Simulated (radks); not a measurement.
Values are calculated unless marked as measured or tabulated.
Excited configurations of Ni+: one electron is placed in a higher orbital outside [Ar] 3d8. The ground configuration is [Ar] 3d9. Code: a radial shooting solver on a logarithmic mesh with Libxc functionals. Model: non-relativistic Kohn-Sham, TPSS, spin-unpolarised, spherical densities, point nucleus; meta-GGA in the generalised Kohn-Sham scheme. Excitation = E - E(ground); binding = E(ion) - E, where the ion is the core of charge +2; n* = 2/sqrt(2 binding) in atomic units, and the quantum defect is n - n*.

outer orbital  excitation (eV)  binding (eV)  eigenvalue (eV)  <r> (bohr)
4p                       9.091        11.210           -8.055       3.275
4d                      14.507         5.794           -4.154       5.639
5d                      16.805         3.496           -2.647       10.61
6p                      17.065         3.236           -2.569       12.56

The Delta-SCF ionisation energy is 20.301 eV (NIST Atomic Spectra Database: 18.169 eV, measured). Self-interaction in the functional shifts the binding energies and quantum defects, so they are the method's values and not measured ones. Spin polarisation and multiplet splitting are left out, so open shells lie too high by an amount that depends on their filling.

Beside tabulated values, note that spin-unpolarised runs miss the spin-polarisation part of the exchange energy of open shells.
